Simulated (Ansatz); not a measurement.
CH₃BSi₂, singlet: a single point away from equilibrium.

in.yaml

```yaml
crystal:
  periodic: [false, false, false]
  atoms:
    - {symbol: B, position_ang: [-0.247900, -0.268100, -1.256100]}
    - {symbol: Si, position_ang: [0.058900, -1.952800, -0.242200]}
    - {symbol: C, position_ang: [-0.454600, -1.059700, 1.287300]}
    - {symbol: Si, position_ang: [0.300100, 0.627800, 0.483700]}
    - {symbol: H, position_ang: [-1.096000, -0.045100, -2.091100]}
    - {symbol: H, position_ang: [-0.384400, 1.906300, 0.941000]}
    - {symbol: H, position_ang: [1.800200, 0.791300, 0.825700]}
basis:
  gaussian: {orbitals: def2-TZVPP}
hamiltonian: {xc: {name: B3LYP}, dispersion: d4}
output: {forces: true}
```

Command:

```bash
ansatz run in.yaml --threads 4 --pin off --events-out ev --progress --plain --max-ram 5222MiB
```

What Ansatz 0.2.0 printed:

```
Functional definition: B3LYP
  name "B3LYP"
  cite "Stephens, Devlin, Chabalowski & Frisch, J. Phys. Chem. 98, 11623 (1994) doi:10.1021/j100096a001"
  cite "Becke, Phys. Rev. A 38, 3098 (1988) doi:10.1103/PhysRevA.38.3098"
  cite "Lee, Yang & Parr, Phys. Rev. B 37, 785 (1988) doi:10.1103/PhysRevB.37.785"
  cite "Vosko, Wilk & Nusair, Can. J. Phys. 58, 1200 (1980) doi:10.1139/p80-159"
  parameter a0 = 0.2
  parameter ax = 0.72
  parameter ac = 0.81
  exchange = (1 - a0 - ax)*slater_x + ax*b88_x + a0*exact_x
  correlation = (1 - ac)*vwn_rpa_c + ac*lyp_c
1108 factors; their error is unknown
mean field evaluation 1: about -17499.9928 eV, gradient 6.6e1 eV
mean field evaluation 2: about -17415.4209 eV, gradient 1.4e2 eV
mean field evaluation 4: about -17505.3823 eV, gradient 4.9e1 eV
mean field evaluation 8: about -17513.0438 eV, gradient 4.7e-1 eV
mean field evaluation 16: about -17513.0617 eV, gradient 4.2e-3 eV
mean field -17513.06170769 eV, -643.5931469779 hartree, gradient 5.9e-5 eV, S^2 0.000000; 2 other end points of the search recorded, 0 dependent functions left out
the calculation of the forces begins
reference -17513.06196273 eV, -643.5931563505 hartree; 21, 21 occupied and 167, 167 virtual orbitals, 1108 factors
Total energy: -17513.38970683 eV, -643.6052007240 hartree
Atom 0 at    -0.247900    -0.268100    -1.256100 Å, force    -1.272865     0.562948    -0.050845 eV/Å
Atom 1 at     0.058900    -1.952800    -0.242200 Å, force    -0.248313     2.088966     2.102975 eV/Å
Atom 2 at    -0.454600    -1.059700     1.287300 Å, force     0.356392    -0.244012    -2.043728 eV/Å
Atom 3 at     0.300100     0.627800     0.483700 Å, force     1.705710    -1.500936     0.457634 eV/Å
Atom 4 at    -1.096000    -0.045100    -2.091100 Å, force     0.663885    -0.187204     0.195248 eV/Å
Atom 5 at    -0.384400     1.906300     0.941000 Å, force    -0.195494    -0.807751    -0.338174 eV/Å
Atom 6 at     1.800200     0.791300     0.825700 Å, force    -1.009315     0.087989    -0.323111 eV/Å
Dipole moment:     0.136654    -0.110795    -0.429206 e Å
```

The run took about 3.6 s on 4 CPU threads of an Arm Neoverse V2 (shared host).
